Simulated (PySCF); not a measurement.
# TeI: mean field, correlation and small terms against distance

State: ²Π, doublet, unpaired electrons π ↑. ROHF-based CCSD(T) in PySCF 2.14 with Te cc-pVTZ-PP with ECP28, I cc-pVTZ-PP with ECP28 and Te cc-pVQZ-PP with ECP28, I cc-pVQZ-PP with ECP28 (frozen core orbitals: 18; scalar-relativistic core potentials). Correlation energies are extrapolated as n⁻³ (n = 3, 4), Hartree–Fock as (n+1)·exp(−9√n). All energies in eV from Te + I.

```
 R (Å)  HF/CBS  CCSD corr.      (T)   total
2.3447   0.090      -1.130  -0.1584  -1.198
2.4513  -0.506      -1.107  -0.1620  -1.775
2.5578  -0.804      -1.086  -0.1657  -2.055
2.6644  -0.897      -1.069  -0.1699  -2.136
2.7710  -0.850      -1.058  -0.1750  -2.083
2.9042  -0.665      -1.056  -0.1836  -1.905
3.0374  -0.395      -1.068  -0.1955  -1.659
```

A fit to the total gives Re = 2.6681 Å, De = 2.136 eV, ωe = 218.9 cm⁻¹, Be = 0.03689 cm⁻¹ (masses 129.9062 and 126.9045 u).

Q: At R = 2.6644 Å the CCSD correlation energy is -0.273930 hartree in the smaller basis and -0.303722 in the larger. Extrapolate it.

A: (4³·E4 − 3³·E3)/(4³ − 3³) = -0.32546 hartree; the larger basis holds 93.3 % of it.

The T1 diagnostic is 0.024. The state was picked by a PBE0 search and need not be the measured ground state. Spin–orbit coupling, excitations beyond (T) and corrections to the Born–Oppenheimer picture are left out, and spin–orbit coupling matters for open p, d or f shells this heavy.
